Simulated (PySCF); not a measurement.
C9H11ClSi.
Geometry (PBE0-D3(BJ)/def2-SVP, Å), atoms numbered from 1 in this order:
```
atom  x, y, z in Å
C1    -3.6126    0.3912    0.9646
C2    -2.3568    0.8385    0.8996
C3    -1.1629    0.0091    0.6035
C4    -1.3270   -1.4337    0.1390
C5    -0.6413   -1.2079   -0.9889
Cl6   -0.1279   -2.2135   -2.2765
C7    -0.3437    0.2487   -0.7258
C8     0.8435    0.5626    0.1781
C9     2.2459    0.8946   -0.1586
Si10   3.1776   -0.5110   -1.0389
C11    0.1527    0.3413    1.3098
H12   -3.8540   -0.6634    0.8012
H13   -4.4449    1.0655    1.1810
H14   -2.1512    1.9017    1.0739
H15   -1.7625   -2.3217    0.5982
H16   -0.6778    0.9918   -1.4648
H17    2.2856    1.7681   -0.8335
H18    2.8059    1.1634    0.7517
H19    3.0463   -1.7821   -0.2674
H20    2.6412   -0.7051   -2.4172
H21    4.6233   -0.1375   -1.1307
H22    0.4202    0.3392    2.3695
```

Computed, not measured: PBE0-D3(BJ)/def2-SVP geometry optimisation, gas phase (PySCF).

Masses are those of the commonest isotopes; rigid-rotor values at the optimised geometry. The values belong to one conformer with, in the numbering `[CH2:1]=[CH:2][C@@:3]12[CH:4]=[C:5]([Cl:6])[C@@H:7]1[C:8]([CH2:9][SiH3:10])=[CH:11]2`, C1–C2–C3–C4 9°, C7–C8–C9–Si10 -64°.

Give the principal moments of inertia and the rotational constants in cm⁻¹.

Ia = 425.31, Ib = 818.69, Ic = 1160.19 u·Å²; 505379 MHz·u·Å²/I gives 1188, 617.3 and 435.6 MHz, that is A = 0.03964, B = 0.02059, C = 0.01453 cm⁻¹.

Classify the top.

An asymmetric top; Ray's κ = -0.517.

What does the inertial defect say?

Not planar: Δ = Ic − Ia − Ib = -83.81 u·Å². For a rigid frame Δ = −2 Σ m c², so Σ m c² = 41.90 u·Å² lies off the ab plane: 15.17 from hydrogen and 26.73 from heavier atoms. The atom farthest from that plane is 1.83 Å away.

List the rotational levels J(Ka,Kc) to J = 3 (MHz).

Above 0(0,0):
J = 1: 1(0,1) 1053, 1(1,1) 1624, 1(1,0) 1806
J = 2: 2(0,2) 3122, 2(1,2) 3548, 2(1,1) 4093, 2(2,1) 5806, 2(2,0) 5843
J = 3: 3(0,3) 6142, 3(1,3) 6413, 3(1,2) 7498, 3(2,2) 8965, 3(2,1) 9140, 3(3,1) 12295, 3(3,0) 12300
Those of J = 1 are B + C, A + C and A + B.

Which types of transition are allowed, and where do some lines up to J = 4 fall?

The dipole components are |μa| = 0.37 D, |μb| = 1.49 D, |μc| = 0.15 D. Intensities carry the squares of the components, which stand as 0.06 : 1.00 : 0.01 (a : b : c). Some lines, for components of 0.1 D or more:

```
type  branch         J(Ka,Kc)   MHz  lower level (cm⁻¹)
   a       Q  4(2,2) ← 4(2,3)   478               0.439
   c       Q  1(1,1) ← 1(0,1)   571               0.035
   b       Q  1(1,0) ← 1(0,1)   753               0.035
   b       Q  3(2,1) ← 3(1,2)  1642               0.250
   b       R  3(1,2) ← 2(2,1)  1692               0.194
   c       R  1(1,0) ← 0(0,0)  1806               0.000
   a       R  2(1,1) ← 1(1,0)  2288               0.060
   b       Q  3(2,2) ← 3(1,3)  2552               0.214
   b       Q  3(3,0) ← 3(2,1)  3160               0.305
   b       R  3(1,3) ← 2(0,2)  3291               0.104
   b       R  4(0,4) ← 3(1,3)  3638               0.214
   b       R  2(2,1) ← 1(1,0)  4000               0.060
   a       R  4(3,2) ← 3(3,1)  4273               0.410
   b       Q  4(4,0) ← 4(3,1)  4547               0.554
   b       R  3(2,1) ← 2(1,2)  5592               0.118
   b       R  4(2,3) ← 3(1,2)  5649               0.250
   c       R  4(3,1) ← 3(2,1)  7461               0.305
   b       R  4(4,1) ← 3(3,0)  8847               0.410
   c       R  4(4,1) ← 3(3,1)  8852               0.410
```

Estimate the classical rotational partition function at 100 K, 200 K and 298.15 K.

Point group C1, symmetry number σ = 1; q = (√π/σ)·√((kT/h)³/(ABC)), k/h = 20836.6 MHz/K: 298000 at 100 K, 844000 at 200 K, 1540000 at 298.15 K.

PBE0-D3(BJ)/def2-SVP frequencies: not computed here. These are rigid-rotor constants of the computed structure; measured ground-state constants (B0) also hold zero-point vibration. A rigid rotor knows nothing of internal rotation, which can split or shift real lines. Quadrupole hyperfine structure (35Cl) is left out.
